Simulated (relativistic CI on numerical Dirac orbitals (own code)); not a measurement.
# V²⁺ in a cubic cluster: 2p photoemission with charge transfer

Computed with a charge-transfer multiplet model of a cubic metal-ligand cluster with up to one ligand hole, Slater and spin-orbit integrals from Dirac-Coulomb-Breit ions, Slater integrals scaled by 0.7. The ground state mixes d3 with configurations of k ligand holes L, whose averages lie at kΔ + k(k − 1)U_dd/2; a core hole lowers each added d electron by U_cd. 20 K, Lorentzian 0.6 eV and Gaussian 0.8 eV FWHM.

Atomic integrals in eV (Slater integrals scaled, ζ unscaled), ground: F2dd 6.242, F4dd 3.880, zeta_d 0.019; with the core hole: F2dd 7.631, F4dd 4.784, zeta_d 0.036, zeta_core 4.610, F2cd 4.267, G1cd 3.142, G3cd 1.783.

Cluster parameters (eV): U_dd = 5.9, U_cd = 7.5, 10Dq = 0.9, 10Dq(ligand) = 1.4, V(eg) = 2.05, V(t2g) = -1.04, final-state hopping factor = 1.

Weights, n_d and S are thermal averages at 20 K. Binding energies count from the first peak over 30 % of the highest in each spectrum, which can be another peak from case to case. The parameters are a model scan and need not match a compound or its usual spin state. Peaks in eV (height, largest 100): 0.0 (100), 4.0 (20), 8.1 (59), 10.0 (27), 17.6 (10).

Which parameters give this spectrum?
A. Δ = 4.8 eV
B. Δ = 8.8 eV
C. Δ = 7.8 eV

A. Δ = 4.8 eV; the ground state then has 3.28 d electrons and S = 1.50. The choice follows from running the model for each set and comparing peak positions and heights. The space is cut while the next configuration still counts.
